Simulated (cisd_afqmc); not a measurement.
Input (AFQMC/CISD/cc-pV(Q+d)Z; cisd_afqmc is a phaseless AFQMC code with CISD trial states that reads the integrals written by Ansatz): A basis named .json is the Basis Set Exchange file of that set.

Ansatz 0.2 input:
```python
import cisd_afqmc

open("ham.yaml", "w").write("""\
crystal:
  periodic: [false, false, false]
  atoms:
    - {symbol: Si, position_ang: [-0.00000000, -0.00000000, -1.16885582]}
    - {symbol: S, position_ang: [0.00000000, 0.00000000, 1.02274885]}
basis:
  gaussian:
    orbitals: cc-pV_Q+d_Z.json
magnetization: {spin_polarized: true, initial_magnetization: 2}
correlation: {method: ccsd, electrons: outside_noble_gas, hamiltonian_folder: ham}
""")
rep = cisd_afqmc.ansatz("ham.yaml")
e_ccsd = rep["correlation"]["coupled_cluster"]["energy"]["hartree"]
out = cisd_afqmc.run("ham", e_ccsd, trial="CISD", walkers=2000, populations=1, threads=12, dt=0.005, steps=40, early=24, settle=10, least=100,
    cut=5e-5, rank_cut=2e-4, target=0.0004, seconds=1000, seed=4, memory=62639, gpu=True)
```

Output:

```
orbitals 118, occupied [6, 4], factors 597 of 802, rank of the doubles 430 of 1128
E(HF) = -686.441831
E(CCSD) on the cut factors = -686.704918, shift to the whole factors -0.000006
Energy of the trial state on the determinant = -686.704863
  tau behind 7.2 of longer steps, mean of the populations' last blocks
   2.0  -686.72013
   4.0  -686.72031
   6.0  -686.72092
   8.0  -686.71981
  10.0  -686.71987
  12.0  -686.72051
  14.0  -686.71993
  16.0  -686.71958
  18.0  -686.72064
  20.0  -686.72017
  22.0  -686.72080
blocks 100 (0 outliers left out), error by blocks joined: 1: 0.00010, 2: 0.00011, 4: 0.00013, 8: 0.00012
E(AFQMC/CISD) = -686.72025 +/- 0.00013
```

The determinant is spin-contaminated: <S^2> is 2.04, 0.04 over the pure value.

This triplet is an excited state, 3.2 eV above the singlet at CCSD(T)/cc-pV(5+d)Z (Ansatz).
